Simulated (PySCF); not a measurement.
Write Cartesian coordinates for `[NH]1[SiH2][SiH2][GeH2]1` as optimised with PBE0-D3(BJ)/def2-SVP.

```
atom  x, y, z in Å
N1     0.7030   -1.1575    0.0770
Si2   -1.0294   -1.0379    0.2594
Si3   -0.8569    1.2888   -0.0771
Ge4    1.4125    0.5350   -0.2433
H5     1.2526   -2.0096    0.1218
H6    -1.5502   -1.4639    1.6002
H7    -1.8226   -1.7946   -0.7646
H8    -1.1549    2.1746    1.0887
H9    -1.4574    1.8650   -1.3174
H10    2.4176    0.9581    0.8521
H11    2.1270    0.6140   -1.6119
```

Orientation and origin are arbitrary. Atoms count from 1 in this order. The 4-membered ring N1–Si2–Si3–Ge4 has internal angles of 76.6° to 109.5°; it is planar, 0.00 Å rms from its mean plane, widest ring torsion 0°. N1 (silicon-bound nitrogen) is planar (angles 126.2°, 124.3° and 109.5°, sum 360.0°, 0.01 Å off the plane of its three neighbours). Ge4 (germanium bonded to N, Si and 2 H) has angles from 85.0° to 118.9°. Si3 (SiH2 silicon) has angles from 76.6° to 118.0°.

Bonds between heavy atoms (Å): N1–Si2 1.746, Si2–Si3 2.357, Si3–Ge4 2.397, N1–Ge4 1.863.

The calculation used PBE0-D3(BJ)/def2-SVP geometry optimisation, gas phase in PySCF.

Point group: Cs (every atom within 0.08 Å of its image). Whether it is a minimum is left open (no frequencies).
